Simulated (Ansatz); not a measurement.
```yaml
crystal:
  periodic: [false, false, false]
  atoms:
    - {symbol: O, position_ang: [-0.717364, 1.623574, -0.610046]}
    - {symbol: Si, position_ang: [0.805283, 0.988905, -0.553566]}
    - {symbol: Ga, position_ang: [0.402281, -1.157905, 0.448693]}
    - {symbol: O, position_ang: [-1.393379, -1.007744, 0.649635]}
    - {symbol: H, position_ang: [-1.388693, 1.032035, -0.249132]}
    - {symbol: H, position_ang: [1.708726, 1.857539, 0.251298]}
    - {symbol: H, position_ang: [1.391025, 0.905617, -1.920381]}
    - {symbol: H, position_ang: [1.053406, -2.496163, 0.939804]}
    - {symbol: H, position_ang: [-1.861275, -1.745869, 1.043704]}
basis:
  gaussian: {orbitals: cc-pVTZ-PP}
total_charge: -1
magnetization: {spin_polarized: true, initial_magnetization: 1}
hamiltonian: {xc: {name: PBE0-DH}}
scf: {lower_state_search: off}
```

```sh
$ ansatz run in.yaml --threads 2 --pin off --events-out ev --progress --plain --max-ram 22528MiB --backend cpu
```

Output, abridged:

```
Functional definition: PBE0-DH
Error: <dir> the basis set cc-pVTZ-PP has no functions for O
```

In this input the basis set is misnamed or doesn't suit the job. The input was rejected before any iteration.
